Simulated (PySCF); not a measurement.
A structure optimised at PBE-D3(BJ)/def2-TZVPD, used in a PySCF frequency run:

```xyz
2

Na     0.0000     0.0000    -0.8775
F      0.0000     0.0000     1.0725
```

Task: Write its SMILES, formula and point group.

Result: [F][Na], FNa, C∞v

Task: What are its rotational constants (standard atomic weights)?

Result: 12.776 GHz (linear rotor, B only)
